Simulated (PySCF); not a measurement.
# What a mistake does to a calculation on BClH3NSi

All numbers below are calculated, not measured. They come from PySCF 2.14.0, an open-source quantum chemistry program, on an isolated molecule that a program drew, which may never have been made. The molecule is BClH3NSi (charge 0, singlet), drawn as the SMILES string `NB([SiH])Cl`.

Each row is a Hartree-Fock (HF) and frozen-core CCSD(T) single point in the cc-pV(D+d)Z basis, meant for a local HF minimum. Run 1 is clean. Each other run has one planted mistake out of seven kinds, and not every kind appears here: one electron removed, one electron added, multiplicity raised by two, geometry at a saddle point, minimal basis STO-3G, one bond length entered in bohr, all coordinates scaled. The reference is restricted for singlets and unrestricted otherwise, and also for a bond in bohr. Adding or removing an electron swaps singlet and doublet. Electrons count all cores. HOMO and LUMO are orbital energies over both spins, the gradient is its largest component, and the lowest frequency (negative if imaginary) is given only where the gradient is small. Bond lengths are over the 6 bonds as drawn. T1 is the CCSD diagnostic: over 0.02 (restricted) or 0.045 (unrestricted) a single reference is doubtful.

Geometry of the clean run:
```xyz
7
BClH3NSi, angstrom
N    -0.3705    1.9910   -2.2160
B    -0.0519    0.7093   -1.7999
Si    0.8127   -0.8913   -2.7488
Cl   -0.5268    0.2408   -0.1083
H    -0.1608    2.3352   -3.1294
H    -0.8227    2.6564   -1.6212
H     2.1848   -0.5864   -2.1797
```

| run | electrons | basis functions | <S^2> | HOMO (eV) | LUMO (eV) | gradient (hartree/bohr) | lowest frequency (cm^-1) | mean bond (Å) | longest bond (Å) | T1 | HF (hartree) | CCSD(T) (hartree) | mistake |
|---|---|---|---|---|---|---|---|---|---|---|---|---|---|
| 1 | 46 | 89 | 0.000 | -8.64 | 0.54 | 2.5e-05 | 117 | 1.4617 | 2.052 | 0.0147 | -829.35044 | -829.88360 | no fault |
| 2 | 45 | 89 | 0.770 | -16.42 | -6.70 | 4.9e-02 | - | 1.4617 | 2.052 | 0.0221 | -829.06959 | -829.57817 | one electron removed |
| 3 | 46 | 31 | 0.000 | -6.04 | 5.72 | 3.4e-02 | - | 1.4617 | 2.052 | 0.0157 | -820.05536 | -820.21760 | minimal basis STO-3G |
| 4 | 46 | 89 | 0.000 | -8.45 | 0.10 | 3.9e-05 | -192 | 1.4663 | 2.098 | 0.0151 | -829.34431 | -829.87808 | geometry at a saddle point |
| 5 | 46 | 89 | 0.000 | -8.81 | 0.35 | 3.6e-02 | - | 1.5275 | 2.144 | 0.0159 | -829.33809 | -829.87588 | ? |

**Which mistake was planted in run 5, and what did it cost?**

The mean and the longest bond both change by the same factor, 1.045, and the gradient is no longer small. So the mistake is: all coordinates scaled. Subtracting run 1 and multiplying by 627.51 kcal/mol a hartree, the energy moved by 7.7 kcal/mol in HF and 4.8 kcal/mol in CCSD(T).

